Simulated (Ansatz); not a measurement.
Total energies of the cluster Rb₃F₃ (the lowest singlet isomer of a short search) from Ansatz at PBE-D4/def2-TZVPD, gas phase (1 Eh = 27.2114 eV = 2625.5 kJ/mol). The reference geometry is relaxed at PBE0-D4/def2-SVP.

```xyz
6

Rb    1.081    2.617   -0.181
Rb   -0.171   -0.810   -1.347
Rb   -0.935   -1.214    2.391
F    -0.961   -2.563    0.361
F     1.102    1.254   -2.203
F    -0.115    0.717    0.979
```

```tsv
state	geometry	energy (Eh)
charge 0 singlet	reference	-371.93502
charge -1 doublet	reference	-371.94457
free Rb atom (doublet)	–	-24.08221
free F atom (doublet)	–	-99.67049
```

In the def2 sets Rb takes a core potential; there is no spin–orbit coupling.

**Question.** Work out the vertical electron affinity, to the doublet.

**Answer.** E(charge 0 singlet) − E(charge -1 doublet) = -371.93502 − (-371.94457) = 0.00955 Eh = 0.26 eV.

**Question.** What is the binding energy per atom against free atoms?

**Answer.** Atoms: 3 × (-24.08221) + 3 × (-99.67049) = -371.25810 Eh. Binding: -371.25810 − (-371.93502) = 0.67692 Eh = 18.42 eV, or 3.07 eV for each of 6 atoms (no zero-point energy, no counterpoise term).

At PBE-D4/def2-TZVPD the highest occupied level of the charge -1 doublet lies above zero (up to 0.74 eV). By energy differences its removal costs 0.26 eV (vertical, to the charge 0 singlet, at PBE-D4/def2-TZVPD); a positive level beside a positive removal energy at the same level points to self-interaction error. At PBE-D4/def2-TZVPD the gap within one spin of the charge -1 doublet nearly closes, so an electron or hole may be smeared out by delocalisation error. 

The structure comes from a short search, and lower isomers may exist.
